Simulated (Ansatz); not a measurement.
One geometry of the cluster Na2Sb, several levels of theory.

```yaml
crystal:
  periodic: [false, false, false]
  atoms:
    - {symbol: Na, position_ang: [-0.421372, 1.082619, 1.834986]}
    - {symbol: Na, position_ang: [0.375235, 0.211785, -2.128642]}
    - {symbol: Sb, position_ang: [0.046137, -1.294404, 0.293656]}
basis:
  gaussian: {orbitals: def2-TZVP, initial_orbitals: start.molden}
magnetization: {spin_polarized: true, initial_magnetization: 1}
hamiltonian: {xc: {text: "exchange = 0.65*pbe_x + 0.35*exact_x\ncorrelation = pbe_c"}}
scf: {omitted_lower_state_checks: [starts]}
output: {orbitals: {seedname: orbitals}}
```

The file start.molden holds the orbitals of an earlier run on this structure, at another level or in another basis.

```sh
$ ansatz run in.yaml --threads 4 --pin off --events-out ev --progress --plain --max-ram 3916MiB
```

Output, abridged:

```
Functional definition: unnamed
1043 factors; their error is unknown
mean field evaluation 1: about -15365.4760 eV, gradient 2.0e0 eV
mean field evaluation 2: about -15365.4863 eV, gradient 2.3e-2 eV
mean field evaluation 4: about -15365.8112 eV, gradient 6.4e-4 eV
mean field evaluation 8: about -15365.8112 eV, gradient 4.8e-5 eV
mean field -15365.81115375 eV, -564.6831445793 hartree, gradient 9.6e-6 eV, S^2 0.777049; 0 other end points of the search recorded, 0 dependent functions left out
reference -15365.81118352 eV, -564.6831456734 hartree; 23, 22 occupied and 91, 92 virtual orbitals, 1043 factors
Total energy: -15365.81118352 eV, -564.6831456734 hartree
Checks for a lower state left out: starts
```

Hardware: 4 threads of Arm Neoverse V1 on a shared host. Wall time 2.6 s.

First input, but with `hamiltonian: {xc: lda}` (abridged; 0.9 s):

```
Functional definition: SPW92
mean field -15314.74892629 eV, -562.8066423316 hartree, gradient 9.3e-6 eV, S^2 0.760023
Total energy: -15314.74896761 eV, -562.8066438501 hartree
Checks for a lower state left out: starts
```

The first input with `correlation: {method: mp2}` and without the key `hamiltonian` (abridged; 1.6 s):

```
Functional definition: HF
mean field -15320.18919069 eV, -563.0065683607 hartree, gradient 2.6e-6 eV, S^2 1.236945
6 core orbitals not correlated: weight in the atoms' cores, before any rotation towards them, 1.000 or more for the frozen orbitals, at most 0.000 for the correlated occupied ones
second order -17.97473091 eV of doubles, -0.00000000 eV of singles
Total energy: -15338.16392160 eV, -563.6671275379 hartree
Checks for a lower state left out: starts
```

The first input with `hamiltonian: {xc: {text: "exchange = 0.90*pbe_x + 0.10*exact_x\ncorrelation = pbe_c"}}` (abridged; 2.3 s):

```
Functional definition: unnamed
mean field -15364.71612229 eV, -564.6429029155 hartree, gradient 2.7e-5 eV, S^2 0.770010
Total energy: -15364.71616292 eV, -564.6429044087 hartree
Checks for a lower state left out: starts
```

First input, but with `hamiltonian: {xc: {name: LC-wPBE}}` (abridged; 5.5 s):

```
Functional definition: LC-wPBE
mean field -15367.51602934 eV, -564.7457976018 hartree, gradient 9.8e-6 eV, S^2 0.771138
Total energy: -15367.51602935 eV, -564.7457976020 hartree
Checks for a lower state left out: starts
```

As the first input, with `gaussian: {orbitals: def2-TZVPP, initial_orbitals: start.molden}`, `correlation: {method: ccsd_t}`, `scf: {omitted_lower_state_checks: [starts, cluster_reference]}` and without the key `hamiltonian` (abridged; 19 s):

```
Functional definition: HF
mean field -15320.18919069 eV, -563.0065683607 hartree, gradient 2.6e-6 eV, S^2 1.236945
6 core orbitals not correlated: weight in the atoms' cores, before any rotation towards them, 1.000 or more for the frozen orbitals, at most 0.000 for the correlated occupied ones
second order -17.97473091 eV of doubles, -0.00000000 eV of singles
cycle   1  -17.77655579 eV  change    2.0e-1 eV  update   1.1e-1
cycle   2  -18.18446121 eV  change   -4.1e-1 eV  update   5.0e-2
cycle   3  -18.25992439 eV  change   -7.5e-2 eV  update   4.3e-2
cycle   4  -18.26226794 eV  change   -2.3e-3 eV  update   2.8e-2
cycle   5  -18.27978112 eV  change   -1.8e-2 eV  update   1.4e-2
cycle   6  -18.29816138 eV  change   -1.8e-2 eV  update   6.0e-3
cycle   7  -18.29414089 eV  change    4.0e-3 eV  update   2.5e-3
cycle   8  -18.29660894 eV  change   -2.5e-3 eV  update   1.3e-3
cycle   9  -18.29632403 eV  change    2.8e-4 eV  update   7.4e-4
cycle  10  -18.29599860 eV  change    3.3e-4 eV  update   3.7e-4
cycle  11  -18.29642337 eV  change   -4.2e-4 eV  update   1.7e-4
cycle  12  -18.29642078 eV  change    2.6e-6 eV  update   5.2e-5
cycle  13  -18.29639817 eV  change    2.3e-5 eV  update   2.1e-5
perturbative correction -0.44563680 eV, -0.0163768504 hartree
Total energy: -15338.93122566 eV, -563.6953254421 hartree
Checks for a lower state left out: starts, cluster_reference
```

The first input with `hamiltonian: {xc: {text: "exchange = 0.85*pbe_x + 0.15*exact_x\ncorrelation = pbe_c"}}` (abridged; 2.3 s):

```
Functional definition: unnamed
mean field -15364.92603897 eV, -564.6506172113 hartree, gradient 8.9e-6 eV, S^2 0.771420
Total energy: -15364.92607746 eV, -564.6506186257 hartree
Checks for a lower state left out: starts
```

Geometry: PBE0-D4/def2-TZVP.

In the def2 sets Sb takes a core potential; there is no spin–orbit coupling. LC-ωPBE has ω = 0.4 bohr⁻¹. Correlated methods freeze 6 core orbitals; core or outer-core shells of Na, Sb are correlated, in sets that lack core-valence functions. At MP2/def2-TZVP, CCSD(T)/def2-TZVPP the charge 0 doublet is spin-contaminated (final ⟨S²⟩ up to 1.24, 0.75 for a pure state). The structure comes from a short search, and lower isomers may exist.
